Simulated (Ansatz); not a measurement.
Computed with Ansatz on PBE0-D4/def2-TZVP structures; ΔE is electronic, products minus reactants. CBS: MP2 limit from def2 TZ/QZ plus the TZ coupled-cluster correction, frozen cores. DFT in def2-TZVPP. B3LYP here is the variant with VWN-RPA as its local correlation; programs differ in this. Each species was taken in one conformer, which may not be the lowest.

Consider the substitution at a C–O bond: `C=CCOC=C` + `C[SiH2]N` → `C=CN[SiH2]C` + `C=CCO`.

| level | ΔE (kcal/mol) | difference from CCSD(T)/CBS |
| --- | --- | --- |
| PBE-D4 | -2.9 | -0.8 |
| r2SCAN-D4 | -2.1 | 0.0 |
| PBE0-D4 | -3.0 | -0.9 |
| B3LYP-D4 | -2.6 | -0.5 |
| ωB97X-V | -1.7 | 0.4 |
| ωB97M-V | -1.8 | 0.3 |
| B2PLYP | -2.1 | 0.0 |
| PBE | -2.8 | -0.7 |
| r2SCAN | -2.1 | 0.0 |
| PBE0 | -2.9 | -0.8 |
| B3LYP | -2.4 | -0.3 |
| HF/def2-TZVPP | -2.1 | 0.0 |
| MP2/def2-TZVPP | -2.3 | -0.2 |
| SCS-MP2/def2-TZVPP | -2.2 | -0.1 |
| CCSD/def2-TZVPP | -2.1 | 0.0 |
| CCSD(T)/def2-TZVPP | -1.9 | 0.2 |
| HF/def2-QZVPP | -2.0 | 0.1 |
| MP2/def2-QZVPP | -2.4 | -0.3 |
| SCS-MP2/def2-QZVPP | -2.3 | -0.2 |
| HF/CBS(def2) | -2.0 | 0.1 |
| MP2/CBS(def2) | -2.5 | -0.4 |
| CCSD/CBS(def2) | -2.2 | -0.1 |
| CCSD(T)/CBS | -2.1 | 0 |

Largest T1 diagnostic among the species: 0.012.
